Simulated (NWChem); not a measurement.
# CH3Cl2NZr; SMILES C[N]=[Zr]([Cl])[Cl]

No frequency run checked for a minimum. def2 effective core potentials on Zr; no spin-orbit coupling.

Give the equilibrium geometry at PBE0/def2-SVP with def2 effective core potentials on Zr (NWChem) as an XYZ file, with the point group.

point group C1; any orientation.
```
8

Zr     0.0516    -0.0404    -0.4119
N      0.0599     1.7451    -0.2479
C      0.0443     3.1411     0.0190
H      0.8333     3.4296     0.7365
H      0.2162     3.7222    -0.9049
H     -0.9260     3.4681     0.4338
Cl     1.9984    -1.0113     0.5745
Cl    -2.1396    -0.9319    -0.0812
```
